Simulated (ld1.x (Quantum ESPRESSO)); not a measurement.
## platinum, TM: configuration errors across variants

- Element: Pt
- Generator: ld1.x (Quantum ESPRESSO) 7.5
- Type: norm-conserving Troullier–Martins (Kleinman–Bylander form)
- Functional: PBE
- Relativity: non-relativistic
- Frozen core: [Xe] 4f14
- Valence charge: 10
- Reference configuration: 5d9 6s0.75 6p0 (charge +0.25)
- Partial waves: 6p (bound, empty): rc 3.45 bohr; 5d (bound): rc 1.30 bohr; 6s (bound): rc 2.80 bohr
- Local potential: the s channel
- Core correction: Bessel-smoothed model core, default radius (core density twice the valence density)

All-electron excitation energies from the reference (eV): (1) 5d9 6s1 6p0 -1.212; (2) 5d9 6s0 6p0 5.989; (3) 5d8 6s0 6p0 26.571; (4) 5d8 6s1 6p0 11.154; (5) 5d9.5 6s0.5 6p0 -2.571; (6) 5d9 6s0.5 6p0 1.594; (7) 5d8 6s1 6p1 6.647.

Errors AE − PS in meV (a dash: test not solved or not reliable):

| change | (1) | (2) | (3) | (4) | (5) | (6) | (7) | bound ghosts |
| --- | --- | --- | --- | --- | --- | --- | --- | --- |
| base | -0.5 | -6.5 | -122 | -107 | -20 | -0.6 | -134 | none |
| all radii but the core radius scaled by about 0.74 (s 2.08, p 2.56, d 0.96 bohr) | – | -4.8 | -116 | – | -17 | -0.4 | -117 | none |
| all radii but the core radius scaled by about 0.84 (s 2.36, p 2.90, d 1.10 bohr) | -0.5 | -6.6 | -120 | -108 | -20 | -0.6 | -138 | none |
| all radii but the core radius scaled by about 0.91 (s 2.56, p 3.14, d 1.18 bohr) | -0.5 | -6.8 | -120 | -110 | -20 | -0.6 | -140 | none |
| all radii but the core radius scaled by about 0.95 (s 2.66, p 3.28, d 1.24 bohr) | -0.5 | -6.7 | -120 | -110 | -20 | -0.6 | -138 | none |
| all radii but the core radius scaled by about 1.10 (s 3.08, p 3.78, d 1.42 bohr) | -0.4 | -6.0 | -132 | -95 | -18 | -0.5 | -121 | none |
| all radii but the core radius scaled by about 1.18 (s 3.30, p 4.06, d 1.52 bohr) | -0.3 | -6.2 | -151 | -79 | -16 | -0.4 | -105 | none |
| all radii but the core radius scaled by about 1.23 (s 3.44, p 4.24, d 1.60 bohr) | -0.2 | -6.9 | -169 | -65 | -14 | -0.4 | -92 | none |
| all radii but the core radius scaled by about 1.31 (s 3.68, p 4.52, d 1.70 bohr) | -0.2 | -8.4 | -193 | -48 | -11 | -0.5 | -75 | none |
| all radii but the core radius scaled by about 1.40 (s 3.92, p 4.82, d 1.82 bohr) | -0.2 | -13 | -240 | -18 | -6.9 | -0.6 | -54 | none |

(1) Give the same row for: all radii but the core radius scaled by about 1.04 (s 2.92, p 3.60, d 1.36 bohr).

Answers

(1) -0.4, -6.2, -125, -102, -19, -0.5, -127; bound ghosts: none.
